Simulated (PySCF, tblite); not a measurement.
Species: C4H9B3Cl2.
Cartesian coordinates in Å at the GFN2-xTB level; atoms count from 1:
```
atom  x, y, z in Å
B1    -1.4359    1.0745   -1.4184
C2    -0.8206    0.0125   -0.4150
B3    -1.7910    0.2728    0.8115
C4    -0.8844   -1.4281   -0.9433
C5     0.5477    0.4569   -0.0426
C6     1.6798   -0.2660   -0.1192
B7     3.0577    0.2711    0.2786
Cl8    4.4606   -0.7351    0.1616
Cl9    3.2742    1.8873    0.8556
H10   -2.1596    0.7069   -2.2567
H11   -1.1686    2.2062   -1.3281
H12   -1.6266    1.1822    1.5233
H13   -2.6761   -0.4647    0.9968
H14   -1.9059   -1.6878   -1.2044
H15   -0.5362   -2.1307   -0.1890
H16   -0.2665   -1.5393   -1.8321
H17    0.6178    1.4724    0.3248
H18    1.6248   -1.2846   -0.4798
```

Jobs on this species (18 atoms, 82 electrons) with PySCF (density fitting) and tblite. Hardware of each: an Arm Neoverse N1 with one thread, no GPU (shared host). Other jobs ran on the host; a repeat could differ by tens of per cent or more.

```json
{"level and settings": "GFN2-xTB", "work": "Hessian by finite differences", "basis functions": "–", "SCF cycles": "–", "wall time": "?"}
{"level and settings": "PBE0/pcSseg-1", "work": "shieldings, charges and field gradients", "basis functions": "212", "SCF cycles": "13", "wall time": "83 s"}
{"level and settings": "GFN2-xTB", "work": "L-BFGS relaxation", "basis functions": "–", "SCF cycles": "–", "wall time": "3.0 s"}
```

Q: Fill in the missing figures.

A: 
- GFN2-xTB; Hessian by finite differences: 1.4 s

Q: What do all jobs in the table cost together?

A: About 87 s; the longest takes about 95 % of that, and about 59 times as long as the shortest.
